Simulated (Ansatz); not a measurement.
A geometry relaxed with B3LYP-D3(BJ)/def2-TZVP (Ansatz, a program for electronic structure), charge 0, multiplicity 1:

```xyz
7

C      1.4220    -0.3604     0.0069
C     -0.8413     0.1431    -0.0497
H     -0.9269     0.1735     1.0352
H     -1.7209    -0.3108    -0.4942
H     -0.6746     1.1409    -0.4519
N      2.4747    -0.0626     0.3792
O      0.2670    -0.7237    -0.4255
```

Problem. Write the SMILES of this molecule.

Solution. `COC#N`
